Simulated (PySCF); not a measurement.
C₄H₆O₄Zn, SMILES CC1[O][Zn]2([O]C(C)=[O]->2)<-[O]=1.

Geometry optimised at PBE-D3(BJ)/def2-SVP. The isomer is the one that the SMILES or the coordinates give; other isomers of the formula were not compared. One conformer was computed; it need not be the lowest.

Two levels are set side by side: TDA-PBE/def2-SVPD (PySCF) and TDA-ωB97X/def2-SVPD (PySCF). Vertical, same geometry. The lowest singlet is HOMO−1→LUMO+1 35 %, HOMO→LUMO+2 26 %, HOMO→LUMO+1 14 %, HOMO−1→LUMO+2 11 % with PBE and HOMO−1→LUMO+2 40 %, HOMO→LUMO+1 39 %, HOMO→LUMO+5 6 %, HOMO−1→LUMO+4 6 % with the other functional; states are paired by order. Differences are taken from unrounded values.

| quantity | TDA-ωB97X | TDA-PBE | TDA-PBE minus TDA-ωB97X |
|---|---|---|---|
| lowest singlet excitation (eV) | 6.26 | 5.45 | -0.81 |
| lowest triplet excitation (TDA) (eV) | 5.87 | 5.21 | -0.66 |

A lower first singlet is the usual sign of a functional without exact exchange. Differences between two approximate levels are no errors against the true value.

Rough cost on one machine, each run with all the roots and properties that it gave: TDA-ωB97X against TDA-PBE about 6 times.
